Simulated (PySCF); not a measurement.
Ge(F)(Cl)(OH)2 (ClFGeH2O2), SMILES [OH][Ge]([OH])([F])[Cl]. Geometry: PBE-D3(BJ)/def2-SVP. This is a generated structure with no PubChem entry under its InChIKey; it may be hypothetical. One conformer was computed; it need not be the lowest.

Q: Give the equilibrium geometry at PBE-D3(BJ)/def2-SVP (PySCF confirms it by a frequency run) as bond lengths and angles. (The exact figures need the calculation; the answer reports its results.)

A: Several could match; the one computed here: 
Atoms: O1 Ge2 O3 F4 Cl5 H6 H7. Bond lengths (Å): O1–Ge2 1.772, O1–H6 0.977, Ge2–O3 1.763, Ge2–F4 1.748, Ge2–Cl5 2.141, O3–H7 0.978. Bond angles (°): Ge2–O1–H6 110.9, O1–Ge2–O3 108.5, O1–Ge2–F4 107.4, O1–Ge2–Cl5 114.6, O3–Ge2–F4 111.5, O3–Ge2–Cl5 108.3, F4–Ge2–Cl5 106.6, Ge2–O3–H7 109.5.
Charge 0, spin multiplicity 1.
